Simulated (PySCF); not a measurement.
Si(Cl)2(NH2)2 (Cl2H4N2Si), SMILES N[Si](N)(Cl)Cl.

Coordinates come from a B3LYP-D3(BJ)/def2-SVP optimisation. One conformer was computed; it need not be the lowest.

These are TDA-M06-2X/def2-SVPD (PySCF) values and carry that method's errors.

Vertical excitations.  State labels are in the subgroup C2.

Computed excitation energies, oscillator strengths and character:
```
state  symmetry  energy (eV)  λ (nm)      f                                                                   main pairs
-----  --------  -----------  ------  -----  ---------------------------------------------------------------------------
S1            B         7.19     172  0.032                                                               HOMO→LUMO 81 %
S2            A         7.27     171  0.047                                           HOMO−1→LUMO 77 %, HOMO→LUMO+2 12 %
S3            B         7.96     156  0.050                          HOMO→LUMO+1 48 %, HOMO−2→LUMO 19 %, HOMO→LUMO+4 8 %
S4            A         8.12     153  0.003     HOMO−1→LUMO+1 46 %, HOMO−3→LUMO 15 %, HOMO−1→LUMO+4 8 %, HOMO→LUMO+2 7 %
S5            B         8.25     150  0.097                        HOMO−2→LUMO 50 %, HOMO→LUMO+1 13 %, HOMO−2→LUMO+1 9 %
S6            A         8.38     148  0.002      HOMO→LUMO+5 17 %, HOMO−3→LUMO 15 %, HOMO→LUMO+10 11 %, HOMO→LUMO+2 10 %
S7            B         8.50     146  0.040      HOMO−1→LUMO+2 33 %, HOMO−1→LUMO+5 20 %, HOMO−4→LUMO 10 %, HOMO→LUMO 6 %
S8            A         8.63     144  0.040       HOMO→LUMO+2 38 %, HOMO−3→LUMO 19 %, HOMO−3→LUMO+1 8 %, HOMO−5→LUMO 7 %
S9            A         8.73     142  0.043     HOMO−5→LUMO 32 %, HOMO→LUMO+2 15 %, HOMO−5→LUMO+1 11 %, HOMO→LUMO+3 10 %
S10           B         8.74     142  0.010  HOMO→LUMO+6 17 %, HOMO−1→LUMO+5 15 %, HOMO−1→LUMO+2 14 %, HOMO−2→LUMO+1 8 %
T1            B         6.89     180      0                                           HOMO→LUMO 72 %, HOMO−1→LUMO+2 12 %
T2            A         6.96     178      0                                           HOMO−1→LUMO 69 %, HOMO→LUMO+2 14 %
T3            B         7.59     163      0                       HOMO→LUMO+1 37 %, HOMO−2→LUMO 22 %, HOMO−2→LUMO+1 10 %
T4            A         7.78     159      0                                         HOMO−1→LUMO+1 44 %, HOMO−3→LUMO 12 %
```
Triplets are in the Tamm–Dancoff approximation.
